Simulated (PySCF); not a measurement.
Molecule: SMILES CC1=COC=C(CO)O1, C6H8O3.

Bonds (- single, = double, # triple, : aromatic): C1-C2, C2=C3, C3-O4, O4-C5, C5=C6, C6-C7, C7-O8, C6-O9, O9-C2. C1 carries H10, H11, H12; C3 carries H13; C5 carries H14; C7 carries H15, H16; O8 carries H17.

Frames of a GFN2-xTB Langevin trajectory at 600 K; GIAO PBE0/pcSseg-1 shieldings in PySCF 2.14, gas phase, non-relativistic; equivalent atoms averaged within each frame.

Shifts are taken against calculated references (same method and geometry level): 13C (σ = 186.93 ppm) and 1H (σ = 31.72 ppm) vs TMS; 17O (σ = 336.08 ppm) against H2O. The references are static minima.

How do the shifts (ppm) fluctuate along the trajectory?

## Answers


| time (fs) | C2 | C5 | C6 | C3 | C7 | C1 | O9 | O4 | O8 | H14 |
| --- | --- | --- | --- | --- | --- | --- | --- | --- | --- | --- |
| 250 | 156.5 | 151.8 | 146.8 | 134.0 | 70.5 | 23.0 | 149.2 | 133.6 | 34.1 | 6.96 |
| 425 | 148.7 | 143.2 | 154.3 | 127.8 | 69.9 | 18.6 | 161.2 | 121.8 | 62.4 | 7.38 |
| 625 | 168.4 | 140.0 | 165.0 | 137.9 | 66.7 | 20.2 | 195.0 | 124.9 | 30.4 | 6.63 |
| 800 | 152.0 | 143.8 | 152.1 | 130.7 | 62.5 | 18.9 | 160.2 | 125.9 | 18.8 | 5.64 |
| 1000 | 140.4 | 144.6 | 158.9 | 130.9 | 72.1 | 18.7 | 161.5 | 130.0 | 65.3 | 6.91 |
| mean of frames | 153.2 | 144.7 | 155.4 | 132.3 | 68.3 | 19.9 | 165.4 | 127.2 | 42.2 | 6.70 |
| standard deviation | 10.3 | 4.4 | 6.9 | 3.9 | 3.8 | 1.8 | 17.3 | 4.6 | 20.6 | 0.65 |

5 frames give an uncertainty of the mean of about the standard deviation over 2.2 at best, since frames this close in time may not be independent; classical motion lacks zero-point vibration, and the reference would need the same averaging.
